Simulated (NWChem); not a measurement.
Everything below was run with NWChem. System: silanone (H2OSi), charge 0, spin multiplicity 1, at a geometry optimised with PBE0/def2-SVP. Level: MP2/cc-pVTZ, 6 core orbitals frozen.

Input file:

```
start mol
memory heap 200 mb stack 900 mb global 1100 mb
geometry units angstroms nocenter noautoz
  Si     0.000000     0.000000     0.440978
  O      0.000000     0.000000    -1.091069
  H     -1.235351     0.000000     1.277428
  H      1.235351     0.000000     1.277428
  symmetry group C2v
end
basis spherical
  * library cc-pvtz
end
scf
  rhf
  nopen 0
  maxiter 100
  thresh 1e-7
  semidirect memsize 60000000 filesize 0
end
mp2
  freeze core 6
end
task mp2 energy
```

Output (cleaned and shortened):

```
             Northwest Computational Chemistry Package (NWChem) 7.3.0
             --------------------------------------------------------

                                NWChem Input Module
                                -------------------

 Scaling coordinates for geometry "geometry" by  1.889725989
 (inverse scale =  0.529177249)

 Turning off AUTOSYM since
 SYMMETRY directive was detected!

                             Geometry "geometry" -> ""
                             -------------------------

 Output coordinates in angstroms (scale by  1.889725989 to convert to a.u.)

  No.       Tag          Charge          X              Y              Z
 ---- ---------------- ---------- -------------- -------------- --------------
    1 Si                  14.0000     0.00000000     0.00000000     0.44097800
    2 O                    8.0000     0.00000000     0.00000000    -1.09106900
    3 H                    1.0000    -1.23535100     0.00000000     1.27742800
    4 H                    1.0000     1.23535100     0.00000000     1.27742800

 Effective nuclear repulsion energy (a.u.)      52.0007935892

            Nuclear Dipole moment (a.u.)
            ----------------------------
        X                 Y               Z
 ---------------- ---------------- ----------------
     0.0000000000     0.0000000000    -0.0000075589

      Symmetry information
      --------------------

 Group name             C2v
 Group number             16
 Group order               4
 No. of unique centers     3

      Symmetry unique atoms

     1    2    3


 Summary of "ao basis" -> "" (spherical)
 ------------------------------------------------------------------------------
       Tag                 Description            Shells   Functions and Types
 ---------------- ------------------------------  ------  ---------------------
 *                          cc-pvtz                   on all atoms

 Summary of "ao basis" -> "ao basis" (spherical)
 ------------------------------------------------------------------------------
       Tag                 Description            Shells   Functions and Types
[...]
     1   1 0 0     -0.000000      0.000000      0.000000
     1   0 1 0     -0.000000      0.000000      0.000000
     1   0 0 1      1.715938      0.000000     -0.000008

     2   2 0 0    -14.316300      0.000000     10.899546
     2   1 1 0      0.000000      0.000000      0.000000
     2   1 0 1     -0.000000      0.000000      0.000000
     2   0 2 0    -12.299699      0.000000      0.000000
     2   0 1 1     -0.000000      0.000000      0.000000
     2   0 0 2    -16.850900      0.000000     55.385634

                   NWChem MP2 Semi-direct Energy/Gradient Module
                   ---------------------------------------------

  Basis functions       =     92
  Molecular orbitals    =     92
  Frozen core           =      6
  Frozen virtuals       =      0
  Active alpha occupied =      6
  Active beta occupied  =      6
  Active alpha virtual  =     80
  Active beta virtual   =     80
  Use MO symmetry       = T
  Use skeleton AO sym   = T

  AO/Fock/Back tols     =   1.0D-09  1.0D-09  1.0D-09

 GA uses MA = F    GA memory limited = T

 Available:
  local mem=  1.26D+08
 global mem=  1.44D+08
 local disk=  0.00D+00
  mp2_memr nvloc                    80
  nvloc new                    80
   1 passes of   6:        4194304                      41256                   6996248.
   1 passes of   6: M    126151511           G      144162272           F     121957207.

 Semi-direct pass number   1 of   1  for RHF alpha+beta  at        2.8s
  vrange nnbf                  4278
  mp2_eaftype                    26  avail_ma_in_mb                  1099
 EAF : mp2_eaftype filesize          26    3498124.
  mp2_eaf for mointskh                     26
Node 0 wrote     16.4 Mb in      0.0 s     Agg I/O rate:   558.9 Mb/s
 Done moints_semi at        9.7s
  mp2_eaftype                    26  avail_ma_in_mb                  1073
 EAF : mp2_eaftype filesize          26    3498124.
  mp2_eaf for kh                    26
 Done maket at        9.8s
 Done multipass loop at        9.8s

          -------------------------------------------
          SCF energy                -364.979653273310
          Correlation energy          -0.363305734336
          Singlet pairs               -0.237223882469
          Triplet pairs               -0.126081851867
          Total MP2 energy          -365.342959007646
          -------------------------------------------

          ---------------------------------------------------
                    Spin Component Scaled (SCS) MP2
          Same spin pairs                     -0.084054567911
          Same spin scaling factor             0.333333333333
          Opposite spin pairs                 -0.279251166425
          Opposite spin scaling fact.          1.200000000000
          SCS-MP2 correlation energy          -0.363119589013
          Total SCS-MP2 energy              -365.342772862323
          ---------------------------------------------------

 -----------------------
 Performance information
 -----------------------

 Timer overhead =  1.33D-07 seconds/call

               Nr. of calls         CPU time (s)                 Wall time (s)                GFlops
             ---------------    -------------------     ------------------------------   -------------------
Name         Min   Avg   Max    Min     Avg     Max     Min     Avg     Max   Mx/calls   Min     Max     Sum
mp2: moin     1     1     1    6.9     6.9     6.9      6.9     6.9     6.9     6.9      0.0     0.0     0.0
mp2: make     1     1     1   0.11    0.11    0.11     0.11    0.11    0.11    0.11      0.0     0.0     0.0
mp2: tota     1     1     1    7.1     7.1     7.1      7.1     7.1     7.1     7.1      0.0     0.0     0.0

 The average no. of pstat calls per process was 3.00D+00
 with a timing overhead of 4.00D-07s

 Task  times  cpu:        9.8s     wall:        9.8s

 Total times  cpu:        9.8s     wall:        9.8s
```
